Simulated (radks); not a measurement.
Values are calculated unless marked as measured or tabulated.
Question: Excited configurations of C2+: one electron is placed in a higher orbital outside [He] 2s1. The ground configuration is [He] 2s2. Level of theory: scalar-relativistic Kohn-Sham, r2SCAN, spin-polarised, spherical densities, finite nucleus; open shells are filled with parallel spins first; meta-GGA in the generalised Kohn-Sham scheme; Fermi nuclear charge, rms radius 2.4702 fm (a radial shooting solver on a logarithmic mesh with Libxc functionals). Excitation = E - E(ground); binding = E(ion) - E, where the ion is the core of charge +3; n* = 3/sqrt(2 binding) in atomic units, and the quantum defect is n - n*.

outer orbital  excitation (eV)  binding (eV)     n*  quantum defect  eigenvalue (eV)  <r> (bohr)
2p                       5.778        40.864  1.731           0.269          -33.127       1.314
4p                      37.997         8.644  3.764           0.236           -7.498       6.844
5p                      41.198         5.444  4.743           0.257           -4.746       11.09
6p                      42.897         3.745  5.718           0.282           -3.274       16.31
6d                      43.016         3.626  5.812           0.188           -3.124       16.21

Estimate the row for 5s.

Answer: excitation (eV) 40.780; binding (eV) 5.861; n* 4.571; quantum defect 0.429; eigenvalue (eV) -5.134; <r> (bohr) 10.55. The Delta-SCF ionisation energy is 46.642 eV (NIST Atomic Spectra Database: 47.888 eV, measured). Self-interaction in the functional shifts the binding energies and quantum defects, so they are the method's values and not measured ones.
